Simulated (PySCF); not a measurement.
**Electronic structure of Kr²⁺ (krypton, charge +2) at the r2SCAN level**

Configuration: [Ar] 3d10 4s1 4p5, high-spin 3P determinant (an excited configuration). Calculation: PySCF 2.14, in aug-cc-pVQZ-PP with one added diffuse shell each of s, p, d, f, g type with ECP10MDF (8s7p6d4f3g, 114 functions); scalar relativity through the core potential.

```json
{"Total energy": "-461.4705 hartree", "One-electron energy": "-783.5911 hartree", "Hartree (Coulomb) energy": "354.5357 hartree", "Exchange-correlation energy": "-32.4152 hartree", "⟨S²⟩": "2.0043", "⟨L²⟩": "2.017", "Sum of ⟨r⟩": "19.95 bohr", "Sum of ⟨r²⟩": "25.92 bohr²", "Traceless quadrupole moment −½Σ⟨3z² − r²⟩ along its main axis": "1.26 e·bohr²"}
```

| shell | electrons | mean orbital energy (hartree) | spread (hartree) | rms radius, mean of both spins (bohr) |
| --- | --- | --- | --- | --- |
| 3s α | 1 | -10.48128 | 0 | 0.570 |
| 3s β | 1 | -10.46954 | 0 | 0.570 |
| 3p α | 3 | -8.35712 | 0.02946 | 0.586 |
| 3p β | 3 | -8.34399 | 0.02115 | 0.586 |
| 3d α | 5 | -4.07064 | 0.02870 | 0.606 |
| 3d β | 5 | -4.05167 | 0.01652 | 0.606 |
| 4s α | 1 | -1.80773 | 0 | 1.59 |
| 4p α | 3 | -1.21982 | 0.06770 | 1.85 |
| 4p β | 2 | -1.12773 | 0 | 1.85 |

Energies and moments cover only the electrons outside the core potential.
